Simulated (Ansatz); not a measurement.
Computed with Ansatz on PBE0-D4/def2-TZVP structures; ΔE is electronic, products minus reactants. CCSD(T)/CBS adds triple-zeta CCSD(T) − MP2 to the extrapolated MP2 energy (def2 sets, frozen cores). This one scheme is used for every species. Each species was taken in one conformer, which may not be the lowest.

Reaction (formal hydrolysis of a C–Si bond): `C[SiH2]C(=S)S` + H₂O → `OC(=S)S` + `C[SiH3]`

```csv
species,MP2/def2-TZVPP energy (Eh)
`C[SiH2]C(=S)S`,-1164.08952
H₂O,-76.32349
`OC(=S)S`,-909.75967
`C[SiH3]`,-330.63965
```

Problem. Work out ΔE.

Solution. ΔE = (-909.75967) + (-330.63965) − (-1164.08952) − (-76.32349) = 0.01369 Eh = +35.9 kJ/mol. CCSD(T)/CBS gives +37.4 kJ/mol.

Largest T1 diagnostic among the species: 0.017.

In def2-TZVPP, CCSD(T) changes the Hartree–Fock value by +26.3 kJ/mol (the triples alone add +3.0 kJ/mol) and MP2 by +32.2 kJ/mol. The D4 term adds +12.1 kJ/mol with B3LYP and +6.9 kJ/mol with PBE0; it sums over pairs of atoms, weighted by their polarisabilities, and B3LYP, whose exchange is more repulsive, gets the larger term.

B3LYP here is the variant with VWN-RPA as its local correlation; programs differ in this.
